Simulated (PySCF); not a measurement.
## An isoelectronic set: 62 electrons

r²SCAN in PySCF with def2-SVPD on every atom (core potentials on Cd, Te), for the lowest determinant that a PBE0 search found; no spin–orbit coupling. All have 62 electrons, 6 of them in the valence shells, and the same state, a triplet (π ↑↑). For ions De leads to the atom and ion picked by measured ionisation energies and electron affinities.

| species | difference of nuclear charges | Re (Å) | ωe (cm⁻¹) | k (mdyn/Å) | De (eV) | dissociates to |
| --- | --- | --- | --- | --- | --- | --- |
| AlCd⁻ | 35 | 2.630 | 215 | 0.593 | n/a | Al⁻ + Cd |
| CdSi | 34 | 2.538 | 239 | 0.757 | 0.93 | Cd + Si |
| CdP⁺ | 33 | 2.487 | 266 | 1.02 | 1.81 | Cd⁺ + P |
| NaTe⁺ | 41 | 3.179 | 138 | 0.221 | 0.68 | Na⁺ + Te |

**Question.** Which member of the whole set has the stiffest bond, and how does it compare with the softest?

**Answer.** CdP⁺ with k = 1.02 mdyn/Å, 4.6 times that of NaTe⁺.

Spin–orbit coupling is left out, which matters for elements this heavy, above all for dissociation energies. For an ion De counts to the pair picked by the measured ionisation energies or electron affinities, which need not be the lowest pair at this level. The highest Kohn–Sham level is positive in this anion. Much of that is self-interaction error, but it also means that the finite basis helps to hold the extra electron. States were picked by a PBE0 search and need not be the measured ground states.
